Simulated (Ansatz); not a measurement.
A run for Ansatz (a first-principles code): U-CCSD(T)/cc-pV(D+d)Z on S (SMILES [S]). The basis file is the Basis Set Exchange's JSON of that set.

Ansatz 0.2 input:
```yaml
crystal:
  periodic: [false, false, false]
  atoms:
    - {symbol: S, position_ang: [0.00000000, 0.00000000, 0.00000000]}
basis:
  gaussian:
    orbitals: cc-pV_D+d_Z.json
magnetization: {spin_polarized: true, initial_magnetization: 2}
correlation: {method: ccsd_t, electrons: outside_noble_gas}
scf: {omitted_lower_state_checks: [cluster_reference]}
```

The log:

```
WARN ansatz: RAYON_NUM_THREADS=1 ignored (pool sized by the plan → 1); use --threads N
Functional definition: HF
these checks for a lower state are left out or cut short: cluster_reference
integrals: 0.00 GiB planned
138 factors; integrals over basis functions are off by at most 1.0e-4 eV
mean field: 0.04 GiB planned
mean field evaluation 1: about -10816.2573 eV, gradient 4.5e0 eV
mean field evaluation 2: about -10816.2635 eV, gradient 4.5e0 eV
mean field evaluation 4: about -10816.4425 eV, gradient 4.1e-1 eV
mean field evaluation 8: about -10816.4449 eV, gradient 3.7e-3 eV
mean field evaluation 16: about -10816.4449 eV, gradient 6.7e-4 eV
mean field evaluation 32: about -10816.4446 eV, gradient 1.9e-1 eV
mean field -10816.44488619 eV, -397.4970179179 hartree, gradient 8.3e-6 eV, S^2 2.007634; 3 other end points of the search recorded, 0 dependent functions left out
5 core orbitals not correlated
reference -10816.44488619 eV, -397.4970179179 hartree; 4, 2 occupied and 14, 16 virtual orbitals, 138 factors
second order -2.32686508 eV of doubles, -0.00000000 eV of singles
coupled cluster: 0.04 GiB planned
cycle   1  -2.74399976 eV  change   -4.2e-1 eV  update   4.1e-2
cycle   2  -2.86993351 eV  change   -1.3e-1 eV  update   1.4e-2
cycle   3  -2.87649860 eV  change   -6.6e-3 eV  update   2.5e-3
cycle   4  -2.87709287 eV  change   -5.9e-4 eV  update   3.5e-4
cycle   5  -2.87695593 eV  change    1.4e-4 eV  update   6.3e-5
cycle   6  -2.87700634 eV  change   -5.0e-5 eV  update   1.4e-5
cycle   7  -2.87698782 eV  change    1.9e-5 eV  update   3.4e-6
cycle   8  -2.87699457 eV  change   -6.8e-6 eV  update   6.5e-7
perturbative correction -0.03748098 eV, -0.0013774007 hartree
Total energy: -10819.35936175 eV, -397.6041229191 hartree
Checks for a lower state left out: cluster_reference
```

Self-consistency was reached.

Cost: around 0.4 core-seconds (rough).
